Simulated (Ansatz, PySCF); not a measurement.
Breaking a bond: MgO, singlet.

Levels: RKS-PBE = restricted PBE/cc-pVTZ (Ansatz, a program for electronic structure); UKS-PBE = unrestricted PBE/cc-pVTZ in Ansatz; UKS-CAM-B3LYP = unrestricted CAM-B3LYP/cc-pVTZ (PySCF 2.14.0); UCCSD(T) = CCSD(T) on UHF/cc-pVTZ, 2 core orbitals frozen run with PySCF 2.14.0.

Energies relative to the lowest point of each curve near equilibrium, in mEh; the last columns give the difference from UCCSD(T):

```json
[
 {"R / Å": "1.38", "RKS-PBE": "117.1", "UKS-PBE": "117.8", "UKS-CAM-B3LYP": "116.6", "UCCSD(T)": "117.5", "RKS-PBE − UCCSD(T)": "-0.4", "UKS-PBE − UCCSD(T)": "0.4", "UKS-CAM-B3LYP − UCCSD(T)": "-0.9"},
 {"R / Å": "1.49", "RKS-PBE": "46.9", "UKS-PBE": "47.8", "UKS-CAM-B3LYP": "49.0", "UCCSD(T)": "47.2", "RKS-PBE − UCCSD(T)": "-0.3", "UKS-PBE − UCCSD(T)": "0.5", "UKS-CAM-B3LYP − UCCSD(T)": "1.7"},
 {"R / Å": "1.56", "RKS-PBE": "22.1", "UKS-PBE": "22.9", "UKS-CAM-B3LYP": "25.2", "UCCSD(T)": "22.0", "RKS-PBE − UCCSD(T)": "0.1", "UKS-PBE − UCCSD(T)": "1.0", "UKS-CAM-B3LYP − UCCSD(T)": "3.3"},
 {"R / Å": "1.64", "RKS-PBE": "6.4", "UKS-PBE": "7.2", "UKS-CAM-B3LYP": "16.3", "UCCSD(T)": "24.4", "RKS-PBE − UCCSD(T)": "-17.9", "UKS-PBE − UCCSD(T)": "-17.1", "UKS-CAM-B3LYP − UCCSD(T)": "-8.0"},
 {"R / Å": "1.67", "RKS-PBE": "3.2", "UKS-PBE": "3.9", "UKS-CAM-B3LYP": "13.8", "UCCSD(T)": "17.6", "RKS-PBE − UCCSD(T)": "-14.4", "UKS-PBE − UCCSD(T)": "-13.6", "UKS-CAM-B3LYP − UCCSD(T)": "-3.7"},
 {"R / Å": "1.73", "RKS-PBE": "0.0", "UKS-PBE": "0.5", "UKS-CAM-B3LYP": "3.7", "UCCSD(T)": "7.9", "RKS-PBE − UCCSD(T)": "-7.9", "UKS-PBE − UCCSD(T)": "-7.3", "UKS-CAM-B3LYP − UCCSD(T)": "-4.2"},
 {"R / Å": "1.78", "RKS-PBE": "0.0", "UKS-PBE": "0.0", "UKS-CAM-B3LYP": "1.9", "UCCSD(T)": "3.0", "RKS-PBE − UCCSD(T)": "-3.0", "UKS-PBE − UCCSD(T)": "-3.0", "UKS-CAM-B3LYP − UCCSD(T)": "-1.1"},
 {"R / Å": "1.85", "RKS-PBE": "3.1", "UKS-PBE": "1.9", "UKS-CAM-B3LYP": "0.0", "UCCSD(T)": "0.0", "RKS-PBE − UCCSD(T)": "3.1", "UKS-PBE − UCCSD(T)": "1.9", "UKS-CAM-B3LYP − UCCSD(T)": "0.0"},
 {"R / Å": "1.91", "RKS-PBE": "7.7", "UKS-PBE": "5.1", "UKS-CAM-B3LYP": "0.3", "UCCSD(T)": "0.1", "RKS-PBE − UCCSD(T)": "7.6", "UKS-PBE − UCCSD(T)": "5.1", "UKS-CAM-B3LYP − UCCSD(T)": "0.2"},
 {"R / Å": "2.03", "RKS-PBE": "20.4", "UKS-PBE": "13.6", "UKS-CAM-B3LYP": "5.6", "UCCSD(T)": "5.2", "RKS-PBE − UCCSD(T)": "15.2", "UKS-PBE − UCCSD(T)": "8.4", "UKS-CAM-B3LYP − UCCSD(T)": "0.4"},
 {"R / Å": "2.16", "RKS-PBE": "36.7", "UKS-PBE": "23.3", "UKS-CAM-B3LYP": "15.5", "UCCSD(T)": "15.2", "RKS-PBE − UCCSD(T)": "21.5", "UKS-PBE − UCCSD(T)": "8.1", "UKS-CAM-B3LYP − UCCSD(T)": "0.3"},
 {"R / Å": "2.36", "RKS-PBE": "62.4", "UKS-PBE": "39.1", "UKS-CAM-B3LYP": "34.2", "UCCSD(T)": "34.3", "RKS-PBE − UCCSD(T)": "28.1", "UKS-PBE − UCCSD(T)": "4.8", "UKS-CAM-B3LYP − UCCSD(T)": "-0.1"},
 {"R / Å": "2.61", "RKS-PBE": "91.0", "UKS-PBE": "59.0", "UKS-CAM-B3LYP": "57.5", "UCCSD(T)": "58.4", "RKS-PBE − UCCSD(T)": "32.7", "UKS-PBE − UCCSD(T)": "0.7", "UKS-CAM-B3LYP − UCCSD(T)": "-0.8"},
 {"R / Å": "2.87", "RKS-PBE": "114.9", "UKS-PBE": "76.5", "UKS-CAM-B3LYP": "77.2", "UCCSD(T)": "79.5", "RKS-PBE − UCCSD(T)": "35.5", "UKS-PBE − UCCSD(T)": "-3.0", "UKS-CAM-B3LYP − UCCSD(T)": "-2.3"},
 {"R / Å": "3.14", "RKS-PBE": "133.6", "UKS-PBE": "90.1", "UKS-CAM-B3LYP": "91.1", "UCCSD(T)": "90.4", "RKS-PBE − UCCSD(T)": "43.2", "UKS-PBE − UCCSD(T)": "-0.3", "UKS-CAM-B3LYP − UCCSD(T)": "0.7"},
 {"R / Å": "3.50", "RKS-PBE": "150.9", "UKS-PBE": "102.2", "UKS-CAM-B3LYP": "102.1", "UCCSD(T)": "94.2", "RKS-PBE − UCCSD(T)": "56.7", "UKS-PBE − UCCSD(T)": "8.0", "UKS-CAM-B3LYP − UCCSD(T)": "7.9"},
 {"R / Å": "3.83", "RKS-PBE": "161.3", "UKS-PBE": "109.2", "UKS-CAM-B3LYP": "107.6", "UCCSD(T)": "94.8", "RKS-PBE − UCCSD(T)": "66.4", "UKS-PBE − UCCSD(T)": "14.3", "UKS-CAM-B3LYP − UCCSD(T)": "12.8"},
 {"R / Å": "4.22", "RKS-PBE": "169.2", "UKS-PBE": "114.4", "UKS-CAM-B3LYP": "111.0", "UCCSD(T)": "95.0", "RKS-PBE − UCCSD(T)": "74.2", "UKS-PBE − UCCSD(T)": "19.3", "UKS-CAM-B3LYP − UCCSD(T)": "15.9"},
 {"R / Å": "4.66", "RKS-PBE": "174.7", "UKS-PBE": "117.9", "UKS-CAM-B3LYP": "112.5", "UCCSD(T)": "95.0", "RKS-PBE − UCCSD(T)": "79.7", "UKS-PBE − UCCSD(T)": "23.0", "UKS-CAM-B3LYP − UCCSD(T)": "17.5"},
 {"R / Å": "5.20", "RKS-PBE": "178.5", "UKS-PBE": "120.4", "UKS-CAM-B3LYP": "113.1", "UCCSD(T)": "95.1", "RKS-PBE − UCCSD(T)": "83.5", "UKS-PBE − UCCSD(T)": "25.3", "UKS-CAM-B3LYP − UCCSD(T)": "18.0"},
 {"R / Å": "6.03", "RKS-PBE": "181.7", "UKS-PBE": "122.3", "UKS-CAM-B3LYP": "113.2", "UCCSD(T)": "95.2", "RKS-PBE − UCCSD(T)": "86.5", "UKS-PBE − UCCSD(T)": "27.1", "UKS-CAM-B3LYP − UCCSD(T)": "18.0"},
 {"R / Å": "6.87", "RKS-PBE": "183.5", "UKS-PBE": "123.2", "UKS-CAM-B3LYP": "113.3", "UCCSD(T)": "95.3", "RKS-PBE − UCCSD(T)": "88.2", "UKS-PBE − UCCSD(T)": "27.9", "UKS-CAM-B3LYP − UCCSD(T)": "18.0"}
]
```

RKS-PBE is furthest from UCCSD(T) at 6.87 (88.2 mEh, above); its mean absolute difference over the points is 34.8 mEh.

UKS-PBE is furthest from UCCSD(T) at 6.87 (27.9 mEh, above); its mean absolute difference over the points is 10.0 mEh.

UKS-CAM-B3LYP is furthest from UCCSD(T) at 6.87 (18.0 mEh, above); its mean absolute difference over the points is 6.2 mEh.

The restricted form behind RKS-PBE keeps the bonding electrons paired and can't separate into open-shell fragments. The unrestricted determinant behind UKS-PBE is spin-contaminated at 1.38 to 6.87 Å (<S²> up to 1.0, against 0.00 for a pure singlet). The unrestricted solution behind UKS-CAM-B3LYP changes between 1.56 and 1.64 Å, which can leave a kink. The unrestricted determinant behind UKS-CAM-B3LYP is spin-contaminated at 1.38 to 1.56, 1.73 to 6.87 Å (<S²> up to 1.0, against 0.00 for a pure singlet). The unrestricted determinant behind UCCSD(T) is spin-contaminated at 1.38 to 6.87 Å (<S²> up to 1.2, against 0.00 for a pure singlet).
